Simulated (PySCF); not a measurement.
**How methods differ on the interval between two levels of Au**

Au [Xe] 4f14 5d10 6s1 [2S1/2, M_J = 1/2] → Au [Xe] 4f14 5d10 6d1 [2D5/2, M_J = 5/2], as a difference of total energies. All numbers are calculated (PySCF 2.14, the two-component X2C-1e Hamiltonian, in x2c-TZVPall-2c with one added diffuse shell each of s, p, d type (12s12p11d2f, 117 functions)). Correlated levels: [Kr] 4d10 4f14 frozen; the 34 highest virtual spinors dropped. "Screened" scales the spin-orbit matrix elements by Boettger's factors to mimic the two-electron term; Breit and QED terms are absent.

```json
{"method": "GHF (screened spin-orbit)", "interval between two levels (cm⁻¹)": "51808"}
{"method": "GMP2 (screened spin-orbit)", "interval between two levels (cm⁻¹)": "62817"}
```

The promoted electron is Rydberg-like, and one or two diffuse shells describe it only roughly, which tends to raise the upper state.
